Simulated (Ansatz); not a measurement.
Reaction (ligand exchange at a Ti–Se bond): `C[Se][Ti]([Cl])([Cl])[Cl]` + H–F → `[F][Ti]([Cl])([Cl])[Cl]` + `C[SeH]`

Calculated with Ansatz (gas phase, PBE0-D4/def2-TZVP geometries, no zero-point term in ΔE). CCSD(T)/CBS adds triple-zeta CCSD(T) − MP2 to the extrapolated MP2 energy (def2 sets, frozen cores). This one scheme is used for every species. Functionals use def2-TZVPP. B3LYP here is the variant with VWN-RPA as its local correlation; programs differ in this. HSE06 is defined as in plane-wave codes. For Se, Ti outer-core shells are correlated without core-valence functions, which leaves a few kJ/mol of doubt a bond. Scalar relativity is left out up to krypton. One conformer a species, not always the lowest.

```json
{"level": "LDA (SPW92)", "ΔE (kJ/mol)": "-56.7", "difference from CCSD(T)/CBS": "-20.5"}
{"level": "PBE-D4", "ΔE (kJ/mol)": "-54.5", "difference from CCSD(T)/CBS": "-18.3"}
{"level": "revPBE-D4", "ΔE (kJ/mol)": "-52.7", "difference from CCSD(T)/CBS": "-16.5"}
{"level": "BLYP-D4", "ΔE (kJ/mol)": "-58.1", "difference from CCSD(T)/CBS": "-21.9"}
{"level": "r2SCAN-D4", "ΔE (kJ/mol)": "-62.5", "difference from CCSD(T)/CBS": "-26.3"}
{"level": "B97M-V", "ΔE (kJ/mol)": "-70.8", "difference from CCSD(T)/CBS": "-34.6"}
{"level": "PBE0-D4", "ΔE (kJ/mol)": "-52.9", "difference from CCSD(T)/CBS": "-16.7"}
{"level": "r2SCANh-D4", "ΔE (kJ/mol)": "-60.5", "difference from CCSD(T)/CBS": "-24.3"}
{"level": "r2SCAN0-D4", "ΔE (kJ/mol)": "-58.5", "difference from CCSD(T)/CBS": "-22.3"}
{"level": "HSE06-D4", "ΔE (kJ/mol)": "-52.1", "difference from CCSD(T)/CBS": "-15.9"}
{"level": "BHLYP-D4", "ΔE (kJ/mol)": "-58.8", "difference from CCSD(T)/CBS": "-22.6"}
{"level": "ωB97X-V", "ΔE (kJ/mol)": "-76.1", "difference from CCSD(T)/CBS": "-39.9"}
{"level": "ωB97M-V", "ΔE (kJ/mol)": "-67.9", "difference from CCSD(T)/CBS": "-31.7"}
{"level": "PBE-QIDH", "ΔE (kJ/mol)": "-41.6", "difference from CCSD(T)/CBS": "-5.4"}
{"level": "PBE", "ΔE (kJ/mol)": "-65.6", "difference from CCSD(T)/CBS": "-29.4"}
{"level": "revPBE", "ΔE (kJ/mol)": "-70.3", "difference from CCSD(T)/CBS": "-34.1"}
{"level": "BLYP", "ΔE (kJ/mol)": "-79.2", "difference from CCSD(T)/CBS": "-43.0"}
{"level": "r2SCAN", "ΔE (kJ/mol)": "-65.4", "difference from CCSD(T)/CBS": "-29.2"}
{"level": "PBE0", "ΔE (kJ/mol)": "-63.1", "difference from CCSD(T)/CBS": "-26.9"}
{"level": "B3LYP", "ΔE (kJ/mol)": "-75.3", "difference from CCSD(T)/CBS": "-39.1"}
{"level": "r2SCANh", "ΔE (kJ/mol)": "-63.9", "difference from CCSD(T)/CBS": "-27.7"}
{"level": "r2SCAN0", "ΔE (kJ/mol)": "-62.3", "difference from CCSD(T)/CBS": "-26.1"}
{"level": "HSE06", "ΔE (kJ/mol)": "-62.1", "difference from CCSD(T)/CBS": "-25.9"}
{"level": "BHLYP", "ΔE (kJ/mol)": "-77.5", "difference from CCSD(T)/CBS": "-41.3"}
{"level": "CAM-B3LYP", "ΔE (kJ/mol)": "-85.1", "difference from CCSD(T)/CBS": "-48.9"}
{"level": "LC-ωPBE", "ΔE (kJ/mol)": "-85.8", "difference from CCSD(T)/CBS": "-49.6"}
{"level": "RPA@PBE/def2-TZVPP", "ΔE (kJ/mol)": "-50.2", "difference from CCSD(T)/CBS": "-14.0"}
{"level": "HF/def2-SVP", "ΔE (kJ/mol)": "-89.0", "difference from CCSD(T)/CBS": "-52.8"}
{"level": "MP2/def2-SVP", "ΔE (kJ/mol)": "-46.8", "difference from CCSD(T)/CBS": "-10.6"}
{"level": "CCSD/def2-SVP", "ΔE (kJ/mol)": "-73.8", "difference from CCSD(T)/CBS": "-37.6"}
{"level": "CCSD(T)/def2-SVP", "ΔE (kJ/mol)": "-62.2", "difference from CCSD(T)/CBS": "-26.0"}
{"level": "HF/def2-TZVPP", "ΔE (kJ/mol)": "-94.1", "difference from CCSD(T)/CBS": "-57.9"}
{"level": "SCS-MP2/def2-TZVPP", "ΔE (kJ/mol)": "-36.3", "difference from CCSD(T)/CBS": "-0.1"}
{"level": "CCSD/def2-TZVPP", "ΔE (kJ/mol)": "-60.6", "difference from CCSD(T)/CBS": "-24.4"}
{"level": "CCSD(T)/def2-TZVPP", "ΔE (kJ/mol)": "-46.3", "difference from CCSD(T)/CBS": "-10.1"}
{"level": "MP2/def2-QZVPP", "ΔE (kJ/mol)": "-13.3", "difference from CCSD(T)/CBS": "22.9"}
{"level": "SCS-MP2/def2-QZVPP", "ΔE (kJ/mol)": "-32.1", "difference from CCSD(T)/CBS": "4.1"}
{"level": "HF/CBS(def2)", "ΔE (kJ/mol)": "-96.1", "difference from CCSD(T)/CBS": "-59.9"}
{"level": "MP2/CBS(def2)", "ΔE (kJ/mol)": "-8.4", "difference from CCSD(T)/CBS": "27.8"}
{"level": "CCSD/CBS(def2)", "ΔE (kJ/mol)": "-50.6", "difference from CCSD(T)/CBS": "-14.4"}
{"level": "CCSD(T)/CBS", "ΔE (kJ/mol)": "-36.2", "difference from CCSD(T)/CBS": "0"}
```

Q: What do rigid-rotor, harmonic-oscillator terms from PBE0-D4/def2-TZVP frequencies (298.15 K, 1 bar) make of the CCSD(T)/CBS value? (Estimate.)

A: The calculation gave: ΔZPE = -1.3 kJ/mol, ΔH = -42.5 kJ/mol, ΔS = 1 J/(mol·K), ΔG = -42.9 kJ/mol. Modes under 50 cm⁻¹ make the entropy rough.

Largest T1 diagnostic among the species: 0.025, so the coupled-cluster value is less sure than usual.

The D4 term adds +18.0 kJ/mol with B3LYP and +10.2 kJ/mol with PBE0; it sums over pairs of atoms, weighted by their polarisabilities, and B3LYP, whose exchange is more repulsive, gets the larger term. From r2SCAN to r2SCAN0 (25 % exact exchange), in def2-TZVPP and without D4, ΔE moves by +3.2 kJ/mol.
